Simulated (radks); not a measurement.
Question: La V, 53 electrons, occupied as [Kr] 4d10 5s2 5p4 5d1 (not the ground configuration). All-electron calculation, scalar-relativistic Kohn-Sham, r2SCAN, spin-polarised, spherical densities, finite nucleus; open shells are filled with parallel spins first (spin-orbit coupling, left out, can overturn this in heavy ions); meta-GGA in the generalised Kohn-Sham scheme; Fermi nuclear charge, rms radius 4.855 fm. Program: a radial shooting solver on a logarithmic mesh with Libxc functionals. Some entries of the table are withheld. Estimate them.

| orbital | occ. | eigenvalue (eV) | r(max) (bohr) |
|---|---|---|---|
| 1s up | 1 | -38855.17 | 0.01608 |
| 1s down | 1 | -38854.95 | 0.01608 |
| 2s up | 1 | -6238.704 | 0.09089 |
| 2s down | 1 | -6238.577 | 0.09089 |
| 2p up | 3 | -5592.632 | 0.07314 |
| 2p down | 3 | -5592.424 | 0.07314 |
| 3s up | 1 | -1373.598 | 0.2600 |
| 3s down | 1 | -1373.475 | 0.2600 |
| 3p up | 3 | -1166.081 | 0.2545 |
| 3p down | 3 | -1165.907 | 0.2546 |
| 3d up | 5 | -868.2287 | 0.2104 |
| 3d down | 5 | -868.0108 | 0.2104 |
| 4s up | 1 | -312.4485 | 0.6080 |
| 4s down | 1 | -312.0136 | 0.6085 |
| 4p up | 3 | -244.4838 | 0.6347 |
| 4p down | 3 | -244.0856 | 0.6352 |
| 4d up | 5 | -145.8092 | 0.6706 |
| 4d down | 5 | -145.3079 | 0.6711 |
| 5s up | 1 | (1) | 1.397 |
| 5s down | 1 | (2) | 1.389 |
| 5p up | 3 | -60.3383 | (3) |
| 5p down | 1 | -56.8572 | (4) |
| 5d up | 1 | -35.8236 | 1.917 |
| 5d down | 0 | -32.2596 | 1.901 |

Answer: 
(1) 5s up eigenvalue (eV): -78.3904
(2) 5s down eigenvalue (eV): -75.1194
(3) 5p up r(max) (bohr): 1.549
(4) 5p down r(max) (bohr): 1.539
